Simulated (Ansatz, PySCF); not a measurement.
benzoquinone (C₆H₄O₂), SMILES O=C1C=CC(=O)C=C1. Atoms are numbered in the order given.

```xyz
12

O      0.0000     0.0000     2.6598
C      0.0000     0.0000     1.4457
C      0.0000    -1.2653     0.6710
C      0.0000    -1.2653    -0.6710
C      0.0000     0.0000    -1.4457
O      0.0000     0.0000    -2.6598
C      0.0000     1.2653    -0.6710
C      0.0000     1.2653     0.6710
H      0.0000    -2.1848     1.2620
H      0.0000    -2.1848    -1.2620
H      0.0000     2.1848    -1.2620
H      0.0000     2.1848     1.2620
```
Charge 0, spin multiplicity 1.

Geometry optimised at PBE0-D3(BJ)/def2-SVP.

Two levels are set side by side: PBE-D3(BJ)/def2-SVP (Ansatz, a program for electronic structure) and PBE0-D3(BJ)/def2-SVP (Ansatz). Each level has its own optimised geometry; the coordinates shown are those of the second. Frequencies come from the Hessian of PySCF at each geometry. Differences are taken from unrounded values.

```tsv
quantity	PBE0-D3(BJ)
mean bond length (Å)	1.285
bond O1–C2 (Å)	1.214
bond C2–C3 (Å)	1.484
bond C2–C8 (Å)	1.484
bond C3–C4 (Å)	1.342
bond C4–C5 (Å)	1.484
bond C5–O6 (Å)	1.214
bond C5–C7 (Å)	1.484
bond C7–C8 (Å)	1.342
bond C3–H9 (Å)	1.093
bond C4–H10 (Å)	1.093
bond C7–H11 (Å)	1.093
bond C8–H12 (Å)	1.093
highest harmonic wavenumber (cm⁻¹)	3234
mean harmonic wavenumber (cm⁻¹)	1258
zero-point energy (kcal/mol)	53.93
```

Q: What does PBE-D3(BJ) give, and how far is it from PBE0-D3(BJ)? (The exact figures need the calculation; the answer reports its results.)

A: 
```json
[
 {"quantity": "mean bond length (Å)", "PBE-D3(BJ)": "1.295", "PBE-D3(BJ) minus PBE0-D3(BJ)": "0.010"},
 {"quantity": "bond O1–C2 (Å)", "PBE-D3(BJ)": "1.231", "PBE-D3(BJ) minus PBE0-D3(BJ)": "0.017"},
 {"quantity": "bond C2–C3 (Å)", "PBE-D3(BJ)": "1.489", "PBE-D3(BJ) minus PBE0-D3(BJ)": "0.006"},
 {"quantity": "bond C2–C8 (Å)", "PBE-D3(BJ)": "1.489", "PBE-D3(BJ) minus PBE0-D3(BJ)": "0.006"},
 {"quantity": "bond C3–C4 (Å)", "PBE-D3(BJ)": "1.355", "PBE-D3(BJ) minus PBE0-D3(BJ)": "0.013"},
 {"quantity": "bond C4–C5 (Å)", "PBE-D3(BJ)": "1.489", "PBE-D3(BJ) minus PBE0-D3(BJ)": "0.006"},
 {"quantity": "bond C5–O6 (Å)", "PBE-D3(BJ)": "1.231", "PBE-D3(BJ) minus PBE0-D3(BJ)": "0.017"},
 {"quantity": "bond C5–C7 (Å)", "PBE-D3(BJ)": "1.489", "PBE-D3(BJ) minus PBE0-D3(BJ)": "0.006"},
 {"quantity": "bond C7–C8 (Å)", "PBE-D3(BJ)": "1.355", "PBE-D3(BJ) minus PBE0-D3(BJ)": "0.013"},
 {"quantity": "bond C3–H9 (Å)", "PBE-D3(BJ)": "1.101", "PBE-D3(BJ) minus PBE0-D3(BJ)": "0.008"},
 {"quantity": "bond C4–H10 (Å)", "PBE-D3(BJ)": "1.101", "PBE-D3(BJ) minus PBE0-D3(BJ)": "0.008"},
 {"quantity": "bond C7–H11 (Å)", "PBE-D3(BJ)": "1.101", "PBE-D3(BJ) minus PBE0-D3(BJ)": "0.008"},
 {"quantity": "bond C8–H12 (Å)", "PBE-D3(BJ)": "1.101", "PBE-D3(BJ) minus PBE0-D3(BJ)": "0.008"},
 {"quantity": "highest harmonic wavenumber (cm⁻¹)", "PBE-D3(BJ)": "3137", "PBE-D3(BJ) minus PBE0-D3(BJ)": "-97"},
 {"quantity": "mean harmonic wavenumber (cm⁻¹)", "PBE-D3(BJ)": "1210", "PBE-D3(BJ) minus PBE0-D3(BJ)": "-47"},
 {"quantity": "zero-point energy (kcal/mol)", "PBE-D3(BJ)": "51.90", "PBE-D3(BJ) minus PBE0-D3(BJ)": "-2.04"}
]
```

Exact exchange shortens and stiffens bonds; PBE has none. Differences between two approximate levels are no errors against the true value.
